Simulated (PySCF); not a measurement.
BF2HS, SMILES FB(S)F.

Geometry optimised at ωB97X-D3(BJ)/def2-SVP. Other conformers were not sampled.

Method: PBE0/def2-TZVPD (PySCF).

Gas-phase values at a fixed geometry.

The total energy is -623.23028 hartree and the point group comes out as Cs. The highest occupied level is -8.48 eV and the lowest empty level is -0.34 eV. The orbital gap comes out as 8.14 eV. The dipole moment is 1.29 D and the quadrupole, principal values (traceless, Buckingham form, about the centre of nuclear charge) is -3.01, 0.68, 2.34 D·Å. The mean static polarisability is 35.8 bohr³ (5.31 Å³) and the polarisability, principal values comes out as 30.4, 34.7, 42.4 bohr³.
